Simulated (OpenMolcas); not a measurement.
**Pr4+: moving or changing the point charges**

Pr4+ among 6 point charges of -1 e arranged as an octahedron (Oh), 2.49 Å from the ion.

```yaml
Program: OpenMolcas
Method: "SS-CASPT2, IPEA 0.25 Eh, imaginary shift 0.1 Eh (closed shells correlated: 5s 5p)"
Basis: ANO-RCC-VDZP [7s6p4d2f1g]
Scalar_Hamiltonian: DKH2, point nucleus
Active_space: 1 electron in 7 orbitals (4f)
State_averaging: 2S+1 = 2 odd, 7 roots
Spin-orbit_coupling: RASSI with atomic mean-field integrals over the reference wave functions
```

Runs around this geometry, states (labels of O, the rotations of Oh). Energies in cm-1 above the lowest state or level, χT in cm3 K/mol; under a threefold ground state the first gap can be a small split of the lowest multiplet, not the spin-orbit step.

```tsv
R (Å)	Ground state	First state of that spin	First gap with spin-orbit (degeneracies)	Width of lowest J	χT at 300 K
2.49	2A2	2T2 43	160 (2, 4)	161	0.788
2.74	2T2	2A2 27	94 (2, 4)	94	0.804
2.98	2T2	2A2 53	60 (2, 4)	60	0.809
```

Taking the width of the lowest J multiplet as R^-n, n = -ln(60 / 161) / ln(2.98 / 2.49) = 5.5 between the shortest and longest distance.

The ground state changes within this set.

Roots that are degenerate in the reference are averaged as groups; the widest CASPT2 spread within a group is 100 cm-1 (the 3-fold group of multiplicity 2 near 131 cm-1 above the lowest state of its run, R = 2.98). Shifts and gaps below about the spread of the groups concerned are not significant. Point charges carry no covalency, so the field is a model and not that of real ligands. No measured value stands beside these numbers.
